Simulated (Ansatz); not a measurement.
Geometry optimisation, RKS PBE/def2-SVP in Ansatz 0.2.0.

Input file:

```yaml
crystal:
  periodic: [false, false, false]
  atoms:
    - { symbol: Ti, position_ang: [0.0, 0.0, 0.0] }
    - { symbol: Cl, position_ang: [0.0, 0.0, 2.72] }
    - { symbol: F, position_ang: [1.7257, 0.0, -0.6094] }
    - { symbol: Cl, position_ang: [-1.1163, 1.9339, -0.7892] }
    - { symbol: F, position_ang: [-0.8619, -1.4933, -0.6094] }
    - { symbol: H, position_ang: [0.7498, 1.7436, 0.6306] }
    - { symbol: H, position_ang: [0.6303, 1.4657, 1.6317] }
basis:
  gaussian: { orbitals: def2-SVP }
hamiltonian:
  xc: pbe
relax:
  f_tol: 0.15
  max_steps: 25
  restrain:
    - { distance: [0, 5], at: 2.9, k: 30.0 }
    - { distance: [6, 1], at: 2.57, k: 30.0 }
    - { distance: [0, 1], at: 2.37, k: 30.0 }
    - { distance: [6, 5], at: 0.66, k: 30.0 }
```

Command:

```bash
$ ansatz run input.yaml --threads 2 --pin off --max-ram 3072MiB --backend cpu --events-out ev --progress --plain --runs-dir out
```

Where does it end, and by what steps?

The run converged. The restraints hold the end off the free minimum. After 6 steps the energy has fallen by 2.244 eV (the restraints' own energy left out); H6 moved furthest, 0.78 Å. Parted: Ti1–H6 (2.00 → 2.90 Å). Joined: H6–H7 (1.05 → 0.72 Å).

```csv
step,energy less start (eV),largest force component (eV/Å),accepted
0,0.0000,2.924,yes
1,-0.6520,2.666,yes
2,-0.8742,4.558,yes
3,-1.4765,4.154,yes
4,-2.1314,2.108,yes
5,-2.2152,1.654,yes
6,-2.2444,1.466,yes
```

```xyz
7
Properties=species:S:1:pos:R:3
Ti -0.132 -0.122 0.015
Cl -0.257 -0.249 2.331
F 1.506 -0.055 -0.554
Cl -1.321 1.511 -0.814
F -0.826 -1.587 -0.595
H 1.187 2.265 1.007
H 0.970 1.888 1.585
```

Time of the run: 11 s on 2 threads of Intel(R) Xeon(R) 6975P-C (Granite Rapids) (shared host), peak memory 0.18 GiB.
